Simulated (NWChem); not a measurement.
System: SiNH3Cl2; SMILES N[SiH](Cl)Cl

Input file for NWChem:

```
start job
memory heap 200 mb stack 900 mb global 1100 mb
geometry units angstroms noautosym nocenter noautoz
  Si     0.304076     0.437537    -0.005742
  N      1.886276    -0.179118     0.128720
  Cl    -0.803621    -0.341183    -1.574303
  Cl    -0.703305    -0.049321     1.720642
  H      0.353493     1.903085    -0.199681
  H      2.610050     0.136540    -0.507825
  H      2.047449    -1.130022     0.442252
end
basis spherical
  * library def2-svp
end
dft
  xc m05-2x
  iterations 150
end
cosmo
  do_cosmo_smd true
  solvent dcm
end
task dft energy
```

Excerpt of the output:

```
             Northwest Computational Chemistry Package (NWChem) 7.3.0
             --------------------------------------------------------

                             Geometry "geometry" -> ""
                             -------------------------

 Output coordinates in angstroms (scale by  1.889725989 to convert to a.u.)

  No.       Tag          Charge          X              Y              Z
 ---- ---------------- ---------- -------------- -------------- --------------
    1 Si                  14.0000     0.30407600     0.43753700    -0.00574200
    2 N                    7.0000     1.88627600    -0.17911800     0.12872000
    3 Cl                  17.0000    -0.80362100    -0.34118300    -1.57430300
    4 Cl                  17.0000    -0.70330500    -0.04932100     1.72064200
    5 H                    1.0000     0.35349300     1.90308500    -0.19968100
    6 H                    1.0000     2.61005000     0.13654000    -0.50782500
    7 H                    1.0000     2.04744900    -1.13002200     0.44225200

 Effective nuclear repulsion energy (a.u.)     275.9515516576

                                 NWChem DFT Module
                                 -----------------

 Summary of "ao basis" -> "ao basis" (spherical)
 ------------------------------------------------------------------------------
       Tag                 Description            Shells   Functions and Types
 ---------------- ------------------------------  ------  ---------------------
 Si                         def2-svp                 8       18   4s3p1d
 N                          def2-svp                 6       14   3s2p1d
 Cl                         def2-svp                 8       18   4s3p1d
 H                          def2-svp                 3        5   2s1p

 in cosmo_initialize ...
 calling solv_data for solv:dcm

 solvent parameters
 solvname_short: dcm
 solvname_long:  dichloromethane
 dielec:        8.9300
 dielecinf:     2.0283
 nonaqueous SMD model solvent descriptors
 dielec:        8.9300
 sola:          0.1000
 solb:          0.0500
 solc:          0.0000
 solg:         39.1500
 solh:          0.6670
 soln:          1.4242

          ---------------
          -cosmo- solvent
          ---------------
 Cosmo: York-Karplus, doi: 10.1021/jp992097l
 dielectric constant -eps-     =   8.93
 screen = (eps-1)/(eps    )    =   0.88802
 surface charge correction     = lagrangian

   van der Waals surface
 --------------------------

 ---------- ATOMIC COORDINATES (A.U.) ------------ VDWR(ANG.) --
     1    0.57462032    0.82682504   -0.01085081     2.470
     2    3.56454478   -0.33848394    0.24324553     1.890
     3   -1.51862349   -0.64474238   -2.97500129     2.380
     4   -1.32905374   -0.09320318    3.25154190     2.380
     5    0.66800491    3.59630918   -0.37734238     1.200
     6    4.93227932    0.25802319   -0.95965010     1.200
     7    3.86911759   -2.13543194    0.83573510     1.200
 number of segments per atom =        128
 number of   points per atom =        128
 atom (   nspa,  nppa )
 ----------------------
    1 (     42,     0 )       0
    2 (     59,     0 )       0
    3 (     90,     0 )       0
    4 (     91,     0 )       0
    5 (     32,     0 )       0
    6 (     47,     0 )       0
    7 (     44,     0 )       0
 number of -cosmo- surface points =      405
 molecular surface =    144.882 angstrom**2
 molecular volume  =    137.209 angstrom**3
 -lineq- algorithm             =   0
 -bem- low  level              =   3
 -bem- from -octahedral-
 gaussian surface charge width =   4.50000
 degree of switching           =   1.00000
 switching function tolerance  =   0.00010
 atomic radii =
 --------------
    1 14.000  2.470
    2  7.000  1.890
    3 17.000  2.380
    4 17.000  2.380
    5  1.000  1.200
    6  1.000  1.200
    7  1.000  1.200
 ...... end of -cosmo- initialization ......

 nat:                     7
 ixmem:                  2814
 calling mnsol_interface()
 G(SMD-CDS) energy (kcal/mol)  =    -1.226
 SMD-CDS SASA (angstrom**2)    =   142.543

            General Information
            -------------------
          SCF calculation type: DFT
          Wavefunction type:  closed shell.
          No. of atoms     :     7
          No. of electrons :    58
           Alpha electrons :    29
            Beta electrons :    29
          Charge           :     0
          Spin multiplicity:     1
          Use of symmetry is: off; symmetry adaption is: off
          Maximum number of iterations: 150
          AO basis - number of functions:    83
                     number of shells:    39
          Convergence on energy requested:  1.00D-06
          Convergence on density requested:  1.00D-05
          Convergence on gradient requested:  5.00D-04

              XC Information
              --------------
                       M05-2X Method XC Functional
                     Hartree-Fock (Exact) Exchange  0.560
                M05-2X metaGGA Exchange Functional  0.440
                      M05-2X Correlation Potential  1.000

             Grid Information
             ----------------
          Grid used for XC integration:  medium
          Radial quadrature: Mura-Knowles
          Angular quadrature: Lebedev.
          Tag              B.-S. Rad. Rad. Pts. Rad. Cut. Ang. Pts.
          ---              ---------- --------- --------- ---------
          Si                  1.10       88           8.0       590
          N                   0.65       49           8.0       434
          Cl                  1.00       88          11.0       590
          H                   0.35       45          10.0       434
          Grid pruning is: on
          Number of quadrature shells:   448
          Spatial weights used:  Erf1

      Superposition of Atomic Density Guess
      -------------------------------------

 Sum of atomic energies:       -1263.12760135

      Non-variational initial energy
      ------------------------------

 Total energy =   -1264.407290
 1-e energy   =   -2295.552597
 2-e energy   =     755.193755
 HOMO         =      -0.359540
 LUMO         =       0.079773

   convergence    iter        energy       DeltaE   RMS-Dens  Diis-err
 ---------------- ----- ----------------- --------- --------- ---------
     COSMO gas phase
 d= 0,ls=0.0,diis     1  -1266.0717389332 -1.54D+03  1.06D-02  4.97D-01
 d= 0,ls=0.0,diis     2  -1266.0968041672 -2.51D-02  5.01D-03  2.65D-01
 d= 0,ls=0.0,diis     3  -1266.1295330230 -3.27D-02  8.12D-04  1.10D-02
 d= 0,ls=0.0,diis     4  -1266.1307048364 -1.17D-03  2.70D-04  8.39D-04
 d= 0,ls=0.0,diis     5  -1266.1308075617 -1.03D-04  6.80D-05  3.16D-05
  Resetting Diis
 d= 0,ls=0.0,diis     6  -1266.1308123724 -4.81D-06  1.46D-05  1.06D-06
 d= 0,ls=0.0,diis     7  -1266.1308125414 -1.69D-07  3.43D-06  3.48D-08

   convergence    iter        energy       DeltaE   RMS-Dens  Diis-err
 ---------------- ----- ----------------- --------- --------- ---------
     COSMO solvation phase
 d= 0,ls=0.0,diis     1  -1266.1395023987 -8.69D-03  1.06D-03  2.08D-03
 d= 0,ls=0.0,diis     2  -1266.1401722217 -6.70D-04  2.80D-04  2.49D-04
 d= 0,ls=0.0,diis     3  -1266.1402127361 -4.05D-05  1.07D-04  5.07D-05
 d= 0,ls=0.0,diis     4  -1266.1402214602 -8.72D-06  2.83D-05  3.39D-06
 d= 0,ls=0.0,diis     5  -1266.1402220332 -5.73D-07  6.44D-06  1.58D-07

         Total DFT energy =    -1266.140222033247
      One electron energy =    -2297.931252151311
           Coulomb energy =      841.422139307724
    Exchange-Corr. energy =      -85.534478509284
 Nuclear repulsion energy =      275.951551657606

             COSMO energy =       -0.048182337982

 Numeric. integr. density =       58.000004193420

                                COSMO-SMD solvation results
                                ---------------------------

             internal energy in gas <Psi(g)|H|Psi(g)> =     -1266.130812541421
         internal energy in solvent <Psi(s)|H|Psi(s)> =     -1266.129990782406
                               delta internal energy  =         0.000821759015 (    0.52 kcal/mol)
   total free energy in solvent <Psi(s)|H+V/2|Psi(s)> =     -1266.138267838566
 polarization energy contribution <Psi(s)|V/2|Psi(s)> =        -0.008277056160 (   -5.19 kcal/mol)
    total free energy in solvent including G(SMD-CDS) =     -1266.140222033247
                       G(SMD-CDS) energy contribution =        -0.001954194681 (   -1.23 kcal/mol)
     1 M fixed-concentration free energy of solvation =        -0.009409491826 (   -5.90 kcal/mol)

                       DFT Final Molecular Orbital Analysis
                       ------------------------------------

 Vector   27  Occ=2.000000D+00  E=-3.820813D-01
              MO Center= -4.4D-01,  1.3D-01,  2.4D-01, r^2= 4.1D+00
   Bfn.  Coefficient  Atom+Function         Bfn.  Coefficient  Atom+Function
  ----- ------------  ---------------      ----- ------------  ---------------
    62      0.372786  4 Cl py                59      0.276191  4 Cl py
    45      0.268253  3 Cl pz                44      0.234085  3 Cl py
    63      0.210050  4 Cl pz                69     -0.200378  5 H  s
    42      0.198437  3 Cl pz                41      0.171132  3 Cl py
    70     -0.170194  5 H  s                 56      0.159163  4 Cl py

 Vector   28  Occ=2.000000D+00  E=-3.795890D-01
              MO Center= -5.4D-01, -4.6D-02, -6.3D-01, r^2= 3.6D+00
   Bfn.  Coefficient  Atom+Function         Bfn.  Coefficient  Atom+Function
  ----- ------------  ---------------      ----- ------------  ---------------
    44      0.408820  3 Cl py                45     -0.321929  3 Cl pz
    41      0.300580  3 Cl py                63     -0.261748  4 Cl pz
    42     -0.234552  3 Cl pz                60     -0.191969  4 Cl pz
    38      0.173643  3 Cl py                69     -0.161650  5 H  s
    61     -0.154382  4 Cl px                70     -0.138711  5 H  s

 Vector   29  Occ=2.000000D+00  E=-3.379365D-01
              MO Center=  1.3D+00, -1.3D-01, -5.3D-03, r^2= 2.6D+00
   Bfn.  Coefficient  Atom+Function         Bfn.  Coefficient  Atom+Function
  ----- ------------  ---------------      ----- ------------  ---------------
    24      0.425163  2 N  pz                27     -0.360090  2 N  pz
    43     -0.273945  3 Cl px                23      0.245719  2 N  py
    26     -0.202267  2 N  py                40     -0.193135  3 Cl px
    22      0.160967  2 N  px                25     -0.144432  2 N  px
    61      0.141914  4 Cl px                37     -0.111189  3 Cl px

 Vector   30  Occ=0.000000D+00  E= 7.950755D-02
              MO Center= -1.2D-01,  4.2D-01,  5.3D-02, r^2= 3.5D+00
   Bfn.  Coefficient  Atom+Function         Bfn.  Coefficient  Atom+Function
  ----- ------------  ---------------      ----- ------------  ---------------
    11      0.934394  1 Si px                 3     -0.609408  1 Si s
    63     -0.552810  4 Cl pz                54      0.525592  4 Cl s
    13     -0.447778  1 Si pz                45      0.385900  3 Cl pz
    21     -0.382763  2 N  s                  8      0.281573  1 Si px
     4     -0.276977  1 Si s                  2     -0.255359  1 Si s

 Vector   31  Occ=0.000000D+00  E= 9.771856D-02
              MO Center=  8.8D-01, -7.4D-02, -4.1D-01, r^2= 4.3D+00
   Bfn.  Coefficient  Atom+Function         Bfn.  Coefficient  Atom+Function
  ----- ------------  ---------------      ----- ------------  ---------------
    21      1.035669  2 N  s                  4     -0.709471  1 Si s
    13      0.574905  1 Si pz                75     -0.464410  6 H  s
    80     -0.430539  7 H  s                 12      0.425103  1 Si py
     3     -0.388081  1 Si s                 36      0.381422  3 Cl s
    43      0.369104  3 Cl px                45      0.293954  3 Cl pz

 Vector   32  Occ=0.000000D+00  E= 1.069624D-01
              MO Center=  6.7D-01,  4.4D-01,  1.1D-01, r^2= 4.3D+00
   Bfn.  Coefficient  Atom+Function         Bfn.  Coefficient  Atom+Function
  ----- ------------  ---------------      ----- ------------  ---------------
    13      1.078513  1 Si pz                21     -0.915476  2 N  s
    11      0.493866  1 Si px                12     -0.492168  1 Si py
    70      0.488368  5 H  s                 75      0.455638  6 H  s
    54     -0.412023  4 Cl s                 36      0.384467  3 Cl s
    61     -0.357806  4 Cl px                44      0.320043  3 Cl py

     Multipole analysis of the density
     ---------------------------------

     L   x y z        total         alpha         beta         nuclear
     -   - - -        -----         -----         ----         -------
     0   0 0 0     -0.000000    -29.000000    -29.000000     58.000000

     1   1 0 0      1.209369      3.576991      3.576991     -5.944613
     1   0 1 0     -0.009457      0.805277      0.805277     -1.620011
     1   0 0 1     -0.253594     -3.002167     -3.002167      5.750740

     2   2 0 0    -29.876474   -116.209435   -116.209435    202.542396
     2   1 1 0     -1.381987     -6.875691     -6.875691     12.369396
     2   1 0 1     -1.748265     -4.658990     -4.658990      7.569714
     2   0 2 0    -31.664716    -33.406104    -33.406104     35.147493
     2   0 1 1     -1.167282    -12.265985    -12.265985     23.364687
     2   0 0 2    -36.010409   -184.190841   -184.190841    332.371272
```

Level: M05-2X/def2-SVP, SMD on the gas-phase geometry. Geometry: optimised at PBE0/def2-SVP. Solvent: dichloromethane.
